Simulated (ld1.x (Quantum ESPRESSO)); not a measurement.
Cr: one change to a PAW potential, before and after

chromium (Cr), PAW, made with ld1.x (Quantum ESPRESSO) 7.5 (PBE, scalar-relativistic). Core [Ar], reference 3d5 4s0.5 4p0.5. Waves: 4s (bound): rcut 2.25, rcutus 2.50 bohr; 4s channel at 0.8 Ry: rcut 2.25, rcutus 2.50 bohr; 4p (bound): rcut 3.15, rcutus 3.35 bohr; 4p channel at 1.65 Ry: rcut 3.15, rcutus 3.35 bohr; 3d (bound): rcut 0.95, rcutus 1.05 bohr; 3d channel at 3.55 Ry: rcut 0.95, rcutus 1.05 bohr; 4f channel at 0.3 Ry: rcut 3.30, rcutus 3.50 bohr; 4f channel at 2 Ry: rcut 3.30, rcutus 3.50 bohr. Local part: all-electron potential smoothed inside 1.65 bohr (lloc = -1). Core correction: Bessel-smoothed model core inside 0.80 bohr. Augmentation charge: PSQ, inside the norm-conserving radii.

All-electron outer shells of the reference configuration (PBE, scalar-relativistic, ld1.x):

| shell | level (eV) | outermost node (bohr) | outermost maximum (bohr) |
| --- | --- | --- | --- |
| 3s | -74.72 | 0.36 | 0.78 |
| 3p | -46.18 | 0.33 | 0.80 |
| 4s | -4.51 | 1.12 | 2.71 |
| 3d | -3.62 | – | 0.84 |
| 4p | -1.39 | 1.25 | 3.85 |

Change: augmentation BESSEL, radius 0.90 bohr.

Cutoffs: the cutoffs (Ry, on a coarse ladder) from which the occupation-weighted sum of valence levels, in a spherical-Bessel basis at the reference potential, stays within 10 and 1 mRy of its value at 400 Ry; they do not see the model core or the augmentation charge, which bear on the density cutoff. Errors are all-electron minus pseudo energies relative to the spin-unpolarised reference configuration.

Q: Predict the effect on cutoff, ghosts and configuration errors.

A: The potential gets neither clearly harder nor softer (90 Ry and 160 Ry → 90 Ry and 160 Ry); the number of tests with a reliable result goes from 7 to 6 (the test run of the changed file stopped, so its transferability is not established); of the 6 tests that both files solve, the error grows in 0 and shrinks in 2 by more than 15 % and 0.3 meV (median size 5.0 → 3.3 meV); neither file shows a bound ghost.

```tsv
quantity	base	changed
cutoff, loose	90 Ry	90 Ry
cutoff, tight	160 Ry	160 Ry
bound ghosts	none	none
tests with a reliable result	7 of 7	6 of 7 (the test run stopped)
error for 3d5 4s1 4p0, meV [ΔE -1.53 eV]	0.0	-0.2
error for 3d5 4s0 4p0, meV [ΔE 5.37 eV]	-4.5	-0.2
error for 3d4 4s0 4p0, meV [ΔE 21.42 eV]	-108	-101
error for 3d5.5 4s0.5 4p0, meV [ΔE -0.81 eV]	-5.6	-6.4
error for 3d5 4s0.5 4p0, meV [ΔE 1.17 eV]	-0.7	+0.2
error for 3d2 4s0 4p0, meV [ΔE 100.53 eV]	-3306	-3311
s: phases at 3.82 bohr within 0.05 rad from the reference energy up to (Ry; the scan ends near 5)	to the end of the scan	to the end of the scan
p: phases at 3.82 bohr within 0.05 rad from the reference energy up to (Ry; the scan ends near 5)	3.5	3.5
d: phases at 3.82 bohr within 0.05 rad from the reference energy up to (Ry; the scan ends near 5)	to the end of the scan	to the end of the scan
f: phases at 3.82 bohr within 0.05 rad from the reference energy up to (Ry; the scan ends near 5)	2.9	2.9
lowest overlap eigenvalue by channel	s 0.36, p 0.52, d 0.98, f 0.86	s 0.36, p 0.52, d 0.98, f 0.86
```
